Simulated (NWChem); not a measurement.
Species: CH6GaNO; SMILES [OH][Ga]([CH3])[NH2]

```xyz
10

Ga    -0.0287     0.0161    -0.0241
C      0.2593    -1.9197     0.0195
H     -0.1723    -2.3945    -0.8750
H     -0.2230    -2.3663     0.9022
H      1.3323    -2.1579     0.0529
O     -1.6478     0.7896     0.0072
H     -2.3866     0.1766     0.0496
N      1.2736     1.2661    -0.1031
H      1.0753     2.2584    -0.1244
H      2.2658     1.0738    -0.1281
```
Atoms are numbered in this order, from 1.

Coordinates come from a PBE0/def2-SVP optimisation.

Q: Give the principal values of the shielding tensors (ppm) of Ga1, C2, O6, N8 from KT2/pcSseg-1, GIAO (NWChem), with their diamagnetic and paramagnetic parts as GIAO splits them.

A: 
| atom | σ11 | σ22 | σ33 | isotropic | diamagnetic | paramagnetic |
|---|---|---|---|---|---|---|
| Ga1 | 1154.7 | 1296.5 | 1481.9 | 1311.1 | 2646.0 | -1334.9 |
| C2 | 188.9 | 191.7 | 198.4 | 193.0 | 254.0 | -60.9 |
| O6 | 156.3 | 304.8 | 310.6 | 257.2 | 391.6 | -134.4 |
| N8 | 177.3 | 220.6 | 272.8 | 223.6 | 318.7 | -95.1 |
